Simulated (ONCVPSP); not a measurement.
# Transferability test, ONCV potential for scandium (Sc)

* Element: scandium (Sc)
* Generator: ONCVPSP 4.0.1
* Type: optimised norm-conserving Vanderbilt (ONCV)
* Functional: LDA (Perdew-Wang 92)
* Relativity: scalar-relativistic
* Frozen core: [Ne]
* Valence charge: 11
* Reference configuration: 3s2 3p6 3d1 4s1 (charge +1)
* Partial waves: 3s+4s: rc 2.02 bohr, ncon 4, nbas 8, qcut 7 1/bohr, 2 projectors; 3p: rc 1.18 bohr, ncon 4, nbas 9, qcut 5.8 1/bohr, 3 projectors, debl 2.2 Ha; 3d: rc 1.58 bohr, ncon 4, nbas 9, qcut 10.9 1/bohr, 2 projectors, debl 2.2 Ha
* Local potential: polynomial inside 1.14 bohr (lpopt 3, dvloc0 0 Ha)
* Core correction: Teter function, fcfact 2.5, rcfact 1.45

Energies are relative to the spin-unpolarised reference configuration 3s2 3p6 3d1 4s1; without spin polarisation the order of configurations can differ from experiment.

```
valence configuration  charge  ΔE all-electron (eV)  error AE − PS (meV)
      3s2 3p6 3d1 4s2       0                -7.061                 +0.3
      3s2 3p6 3d1 4s0      +2                12.955                 -1.3
      3s2 3p6 3d0 4s0      +3                38.049                  +28
  3s2 3p6 3d1.5 4s1.5       0                -6.415                 +0.8
```
